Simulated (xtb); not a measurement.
H₃S (SMILES [SH3+]), charge +1, singlet, from a rough starting geometry; GFN2-xTB (xtb).

Here is a job for xtb.
```
$ xtb mol.xyz --gfn 2 --chrg 1 --opt vtight --json

# file mol.xyz
4

S      0.04222298    -0.03620711     0.58970817
H     -0.50208296     1.03143019    -0.10200171
H      1.07800769    -0.10400488    -0.27828552
H     -0.66552778    -0.94946500    -0.21577054
```

Q: Write the output that xtb gives for this input, abridged.

A: 
```
   ID    Z sym.   atoms
    1   16 S      1
    2    1 H      2-4

           -------------------------------------------------
          |                Calculation Setup                |
           -------------------------------------------------

           -------------------------------------------------
          |                 G F N 2 - x T B                 |
           -------------------------------------------------

          ...................................................
          :                      SETUP                      :
          :.................................................:
          :  # basis functions                  13          :
          :  # atomic orbitals                  12          :
          :  # shells                            6          :
          :  # electrons                         8          :
          :  max. iterations                   250          :
          :  Hamiltonian                  GFN2-xTB          :
          :  restarted?                      false          :
          :  GBSA solvation                  false          :
          :  PC potential                    false          :
          :  electronic temp.          300.0000000     K    :
          :  accuracy                    1.0000000          :
          :  -> integral cutoff          0.2500000E+02      :
          :  -> integral neglect         0.1000000E-07      :
          :  -> SCF convergence          0.1000000E-05 Eh   :
          :  -> wf. convergence          0.1000000E-03 e    :
          :  Broyden damping             0.4000000          :
          :  net charge                          1          :
          :  unpaired electrons                  0          :
          ...................................................

 iter      E             dE          RMSdq      gap      omega  full diag
   1     -4.2907577 -0.429076E+01  0.219E+00    7.73       0.0  T
   2     -4.2910082 -0.250444E-03  0.119E+00    7.66       1.0  T
   3     -4.2910870 -0.788083E-04  0.211E-01    7.58       1.0  T
   4     -4.2910894 -0.241430E-05  0.402E-02    7.58       1.2  T
   5     -4.2910895 -0.116115E-06  0.729E-03    7.58       6.9  T
   6     -4.2910895 -0.874550E-09  0.267E-03    7.58      18.7  T
   7     -4.2910895 -0.745212E-09  0.254E-04    7.58     196.7  T
   8     -4.2910895 -0.840306E-11  0.515E-05    7.58     970.3  T

   *** convergence criteria satisfied after 8 iterations ***

         :::::::::::::::::::::::::::::::::::::::::::::::::::::
         ::                     SUMMARY                     ::
         :::::::::::::::::::::::::::::::::::::::::::::::::::::
         :: total energy              -4.271655689419 Eh    ::
         :: gradient norm              0.031671813745 Eh/a0 ::
         :: HOMO-LUMO gap              7.578232866518 eV    ::
         ::.................................................::
         :: SCC energy                -4.291089526858 Eh    ::
         :: -> isotropic ES            0.140080535193 Eh    ::
         :: -> anisotropic ES         -0.004003058417 Eh    ::
         :: -> anisotropic XC          0.001476841931 Eh    ::
         :: -> dispersion             -0.000418279805 Eh    ::
         :: repulsion energy           0.019433837439 Eh    ::
         :: add. restraining           0.000000000000 Eh    ::
         :: total charge               1.000000000000 e     ::
         :::::::::::::::::::::::::::::::::::::::::::::::::::::

      -----------------------------------------------------------
     |                   =====================                   |
     |                        A N C O P T                        |
     |                   =====================                   |
     |               Approximate Normal Coordinate               |
     |                Rational Function Optimizer                |
      -----------------------------------------------------------
      -----------------------------------------------------------
     |                   =====================                   |
     |                        A N C O P T                        |
     |                   =====================                   |
     |               Approximate Normal Coordinate               |
     |                Rational Function Optimizer                |
      -----------------------------------------------------------

          ...................................................
          :                      SETUP                      :
          :.................................................:
          :   optimization level         verytight          :
          :   max. optcycles                   200          :
          :   ANC micro-cycles                  20          :
          :   degrees of freedom                 6          :
          :.................................................:
          :   RF solver                   davidson          :
          :   write xtbopt.log                true          :
          :   linear?                        false          :
          :   energy convergence         0.1000000E-06 Eh   :
          :   grad. convergence          0.2000000E-03 Eh/α :
          :   maxmium RF displ.          1.0000000          :
          :   Hlow (freq-cutoff)         0.1000000E-01      :
          :   Hmax (freq-cutoff)         5.0000000          :
          :   S6 in model hess.         20.0000000          :
          ...................................................

generating ANC from exact Hessian ...
Using Lindh-Hessian (1995)
 Shifting diagonal of input Hessian by    0.0000000000000000
 Lowest  eigenvalues of input Hessian
    0.000000    0.000000    0.000000    0.000000    0.000000    0.000000
    0.027292    0.030676    0.045804    0.622792    0.687083    0.772200
 Highest eigenvalues
    0.027292    0.030676    0.045804    0.622792    0.687083    0.772200

[...]
 * total energy  :    -4.2716557 Eh     change       -0.6812328E-12 Eh
 * total energy  :    -4.2728502 Eh     change       -0.1194472E-02 Eh
 * total energy  :    -4.2733706 Eh     change       -0.5204123E-03 Eh
 * total energy  :    -4.2733843 Eh     change       -0.1375828E-04 Eh
 * total energy  :    -4.2733860 Eh     change       -0.1694135E-05 Eh
 * total energy  :    -4.2733871 Eh     change       -0.1088233E-05 Eh
 * total energy  :    -4.2733871 Eh     change        0.5181284E-07 Eh
 * total energy  :    -4.2733872 Eh     change       -0.1083722E-06 Eh
 * total energy  :    -4.2733872 Eh     change       -0.1088340E-08 Eh
   *** GEOMETRY OPTIMIZATION CONVERGED AFTER 9 ITERATIONS ***
[...]
          :.................................................:
          :  # basis functions                  13          :
          :  # atomic orbitals                  12          :
          :  # shells                            6          :
          :  # electrons                         8          :
          :  max. iterations                   250          :
          :  Hamiltonian                  GFN2-xTB          :
          :  restarted?                      false          :
          :  GBSA solvation                  false          :
          :  PC potential                    false          :
          :  electronic temp.          300.0000000     K    :
          :  accuracy                    1.0000000          :
          :  -> integral cutoff          0.2500000E+02      :
          :  -> integral neglect         0.1000000E-07      :
          :  -> SCF convergence          0.1000000E-05 Eh   :
          :  -> wf. convergence          0.1000000E-03 e    :
          :  Broyden damping             0.4000000          :
          :  net charge                          1          :
          :  unpaired electrons                  0          :
          ...................................................

 iter      E             dE          RMSdq      gap      omega  full diag
   1     -4.2970607 -0.429706E+01  0.229E-05    7.76       0.0  T
   2     -4.2970607 -0.230926E-13  0.138E-05    7.76    3618.5  T
   3     -4.2970607 -0.115463E-13  0.290E-06    7.76   17233.2  T

   *** convergence criteria satisfied after 3 iterations ***

         :::::::::::::::::::::::::::::::::::::::::::::::::::::
         ::                     SUMMARY                     ::
         :::::::::::::::::::::::::::::::::::::::::::::::::::::
         :: total energy              -4.273387172052 Eh    ::
         :: gradient norm              0.000032292000 Eh/a0 ::
         :: HOMO-LUMO gap              7.764923885043 eV    ::
         ::.................................................::
         :: SCC energy                -4.297060736109 Eh    ::
         :: -> isotropic ES            0.140593351574 Eh    ::
         :: -> anisotropic ES         -0.003132157019 Eh    ::
         :: -> anisotropic XC          0.001324357954 Eh    ::
         :: -> dispersion             -0.000412821805 Eh    ::
         :: repulsion energy           0.023673564057 Eh    ::
         :: add. restraining           0.000000000000 Eh    ::
         :: total charge               1.000000000000 e     ::
         :::::::::::::::::::::::::::::::::::::::::::::::::::::

           -------------------------------------------------
          |                Property Printout                |
           -------------------------------------------------

    * Orbital Energies and Occupations

         #    Occupation            Energy/Eh            Energy/eV
      -------------------------------------------------------------
         1        2.0000           -1.0190449             -27.7296
         2        2.0000           -0.7775338             -21.1578
         3        2.0000           -0.7775287             -21.1576
         4        2.0000           -0.7528118             -20.4851 (HOMO)
         5                         -0.4674561             -12.7201 (LUMO)
         6                         -0.4674477             -12.7199
         7                         -0.3010500              -8.1920
         8                         -0.2982773              -8.1165
         9                         -0.2982770              -8.1165
        10                         -0.2070395              -5.6338
        11                          0.2980546               8.1105
        12                          0.2981147               8.1121
      -------------------------------------------------------------
                  HL-Gap            0.2853557 Eh            7.7649 eV
             Fermi-level           -0.6101339 Eh          -16.6026 eV

     #   Z          covCN         q      C6AA      α(0)
     1  16 S        2.764     0.252   131.194    19.278
     2   1 H        0.921     0.249     0.880     1.467
     3   1 H        0.921     0.249     0.880     1.467
     4   1 H        0.921     0.249     0.880     1.467

 Mol. C6AA /au·bohr⁶  :        203.485702
 Mol. C8AA /au·bohr⁸  :       8089.602293
 Mol. α(0) /au        :         23.679626

Wiberg/Mayer (AO) data.
largest (>0.10) Wiberg bond orders for each atom

 ---------------------------------------------------------------------------
     #   Z sym  total        # sym  WBO       # sym  WBO       # sym  WBO
 ---------------------------------------------------------------------------
     1  16 S    2.798 --     2 H    0.933     4 H    0.933     3 H    0.933
     2   1 H    0.938 --     1 S    0.933
     3   1 H    0.938 --     1 S    0.933
     4   1 H    0.938 --     1 S    0.933
 ---------------------------------------------------------------------------

Topologies differ in total number of bonds
Writing topology from bond orders to xtbtopo.mol

molecular dipole:
                 x           y           z       tot (Debye)
 q only:       -0.022      -0.028      -0.000
   full:       -0.031      -0.021      -0.120       0.320
molecular quadrupole (traceless):
                xx          xy          yy          xz          yz          zz
 q only:        0.681       0.009       0.685      -0.146       0.120      -1.366
  q+dip:        0.866       0.012       0.869      -0.181       0.157      -1.736
   full:        0.955       0.013       0.959      -0.201       0.173      -1.914

optimized geometry written to: xtbopt.xyz

           -------------------------------------------------
          | TOTAL ENERGY               -4.273387172052 Eh   |
          | GRADIENT NORM               0.000032292000 Eh/α |
          | HOMO-LUMO GAP               7.764923885043 eV   |
           -------------------------------------------------
```
